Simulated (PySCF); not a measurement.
# MoF6: one-bond stretch

Method: PySCF, PBE0, basis Mo def2-SVP with ECP28, F def2-SVP (scalar-relativistic core potentials, no spin–orbit coupling, density fitting).

Rigid scan from the singlet minimum (Mo–F 1.817 Å (×6); F–Mo–F 90.0° (×12), F–Mo–F 180.0° (×3)). Coordinate: the bond from Mo to the last atom (F) scaled, the rest fixed. Energies in kJ/mol from the minimum.

(1) Predict the curve at 0.92, 0.96, 1.00, 1.05, 1.12, 1.20, 1.35, 1.55, 1.80, 2.20.

Results:

(1) 
```json
{"scale of one bond": "0.92", "E (kJ/mol)": "43.0", "dipole size (D)": "0.99"}
{"scale of one bond": "0.96", "E (kJ/mol)": "9.3", "dipole size (D)": "0.47"}
{"scale of one bond": "1.00", "E (kJ/mol)": "0.0", "dipole size (D)": "0.00"}
{"scale of one bond": "1.05", "E (kJ/mol)": "11.1", "dipole size (D)": "0.55"}
{"scale of one bond": "1.12", "E (kJ/mol)": "51.7", "dipole size (D)": "1.23"}
{"scale of one bond": "1.20", "E (kJ/mol)": "115.0", "dipole size (D)": "1.90"}
{"scale of one bond": "1.35", "E (kJ/mol)": "243.9", "dipole size (D)": "2.93"}
{"scale of one bond": "1.55", "E (kJ/mol)": "395.5", "dipole size (D)": "–"}
{"scale of one bond": "1.80", "E (kJ/mol)": "527.8", "dipole size (D)": "–"}
{"scale of one bond": "2.20", "E (kJ/mol)": "619.9", "dipole size (D)": "–"}
```

At long bonds a restricted determinant can lie too high, and another spin state can fall below this curve.

Other isomers or separated fragments may lie lower.

The scan took 95 s on 2 threads of a shared Arm Neoverse V1 host; the process peaked at 1.8 GiB.
